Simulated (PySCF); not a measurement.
Stationary points of [Cu3Se]+

Level of theory: PBE0 in PySCF with Se def2-SVP, Cu def2-SVP; no relativity; density-fitted integrals.

Relaxations began from a few typed shapes. The search is not exhaustive: other isomers or separated fragments can lie lower, and high-lying points may rest on an excited occupation.

(1) Order these stationary points by electronic energy, lowest first, in kJ/mol from the lowest minimum.
A. singlet C3v: Cu–Cu 2.674 Å (×3), Se–Cu 2.270 Å (×3); Cu–Cu–Cu 60.0° (×3), Cu–Cu–Se 53.9° (×6), Cu–Se–Cu 72.2° (×3)
B. singlet D3h: Se–Cu 2.251 Å (×3); Cu–Se–Cu 120.0° (×3)

(2) Which of them are minima?

## Answers

(1) A (0.0), B (67.5).

(2) By energy in kJ/mol, 0.0: minimum; 67.5: saddle point, 1 imaginary mode.
